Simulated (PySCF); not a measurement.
Species: C7H11OP.
SMILES with atom numbers: `[CH3:1][O:2][c:3]1[cH:4][p:5]([CH3:6])[cH:7][c:8]1[CH3:9]`

Probes without a nucleus sit at each ring's centroid and 1 Å off its mean plane on both sides; NICS is minus the shielding there, NICSzz its component along the normal. Level: GIAO PBE0/pcSseg-1 (PySCF, non-relativistic, gas phase) on the GFN2-xTB geometry, one conformer.

Ring bond lengths (Å), with Mayer bond orders in brackets: C3–C4 1.350 (1.69), C4–P5 1.802 (0.97), P5–C7 1.805 (1.00), C7–C8 1.344 (1.75), C8–C3 1.461 (1.06).

Task: Give the NICS values of each ring in ppm.

Result: 
| ring | type | NICS(0) | NICS(1), two faces | NICS(1)zz, two faces | rms pucker (Å) | centre to ring atoms, mean (Å) |
| --- | --- | --- | --- | --- | --- | --- |
| C3–C4–P5–C7–C8 | 5-membered ring with P; bonds drawn aromatic by RDKit's count | -5.5 | -5.6 / -5.9 | -9.8 / -8.9 | 0.04 | 1.31 |

Task: What can be read from them?

Result: 
- C3–C4–P5–C7–C8: mean NICS(1)zz -9.3 ppm, shielded. A hydrogen on C6, outside the ring, lies 1.92 Å from a NICS(1) probe.

Task: What does the geometric index give? HOMA = 1 − mean of α(R − Ropt)² over the ring bonds, with Krygowski's 1993 parameters (CC: Ropt 1.388 Å, α 257.7 Å⁻²; CP: Ropt 1.698 Å, α 118.91 Å⁻²).

Result: 
- C3–C4–P5–C7–C8: HOMA 0.02; the largest term is that of P5–C7, α(R − Ropt)² = 1.37.

Task: Give the inner angles of the rings and the Hirshfeld charges of the ring atoms.

Result: 
- C3–C4–P5–C7–C8: C3 114.4° (+0.065 e), C4 110.8° (-0.160 e), P5 89.4° (+0.147 e), C7 111.9° (-0.118 e), C8 112.7° (-0.003 e); sum 539.1° against 540° for a flat convex ring.

Cost: about 2 min of CPU time on one thread; the machine was shared, so the figure is rough. This is the whole shielding run at PBE0/pcSseg-1, SCF included.

The values belong to the conformer `[CH3:1][O:2][c:3]1[cH:4][p:5]([CH3:6])[cH:7][c:8]1[CH3:9]`: C1–O2–C3–C4 1°.
